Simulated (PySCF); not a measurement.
C6H8NO (doublet state).
Structure used (GFN2-xTB), in Å, numbered top down from 1:
```
atom  x, y, z in Å
C1    -2.6846    0.6899   -0.0973
N2    -1.4374    0.1707   -0.1595
C3    -1.1058   -1.1154    0.1910
O4    -1.9207   -1.9177    0.6078
C5     0.3747   -1.4129   -0.0076
C6     1.2239   -0.4106    0.7261
C7     1.8872    0.5415    0.1436
C8     2.5541    1.4713   -0.4619
H9    -3.4730    0.0533    0.2476
H10   -2.8461    1.7056   -0.3904
H11   -0.6807    0.7690   -0.4696
H12    0.6002   -1.3878   -1.0769
H13    0.5651   -2.4180    0.3698
H14    1.2304   -0.4970    1.8045
H15    3.5778    1.3268   -0.7693
H16    2.1272    2.4404   -0.6693
```

The hyperfine couplings belong to this conformer and change with its torsions.

As a line formula: `[CH2]NC(=O)CC=C=C` [radical].

Theory: UKS B3LYP, pcH-1 on C H N O, non-relativistic, mean-field spin-orbit, GIAO (PySCF). The structure is a single GFN2-xTB conformer in the gas phase; no vibrational or solvent corrections. Couplings are sensitive to structure, and on GFN2-xTB geometries they can be far from those on DFT ones. Stability of the SCF solution: not tested.

Question: Predict the first-order ENDOR lines of N2, H9, H10, H11, H12/H13, H16 and H15 under fast tumbling at B = 339.7 mT (X band).

Answer: ν± = |νn ± a/2|, one line for each electron-spin manifold; νn = |g_N| × 7.62259 MHz/T × B.

| nuclei | isotope | g_N | νn (MHz) | a_iso (MHz) | lower line (MHz) | upper line (MHz) |
| --- | --- | --- | --- | --- | --- | --- |
| N2 | 14N | 0.4038 | 1.05 | -3.50 | 0.71 | 2.80 |
| H9 | 1H | 5.5857 | 14.46 | -57.25 | 14.16 | 43.09 |
| H10 | 1H | 5.5857 | 14.46 | -57.05 | 14.06 | 42.99 |
| H11 | 1H | 5.5857 | 14.46 | -6.78 | 11.07 | 17.85 |
| H12/H13 | 1H | 5.5857 | 14.46 | 6.30 | 11.32 | 17.61 |
| H16 | 1H | 5.5857 | 14.46 | 2.35 | 13.29 | 15.64 |
| H15 | 1H | 5.5857 | 14.46 | 2.24 | 13.35 | 15.58 |

Question: Which pairs are centred on the nuclear Larmor frequency, and which on half the coupling?

Answer: Centred on νn, since |a| < 2νn: H11, H12/H13, H16 and H15. Centred on |a|/2 and split by 2νn: N2, H9 and H10.

Means are taken over nuclei equivalent by connectivity, which assumes that they swap fast. H9 and H10 aren't averaged: C1 is flat or nearly so (angle sum 360°), and its turn about the short C1–N2 bond (1.35 Å) is taken as slow. H15 and H16 aren't averaged: C8 is flat or nearly so (angle sum 360°), and its turn about the short C8–C7 bond (1.29 Å) is taken as slow. The 1H value of +6.3 MHz is a mean of couplings from -0.3 to 12.9 MHz in this one geometry, not an average over conformers.
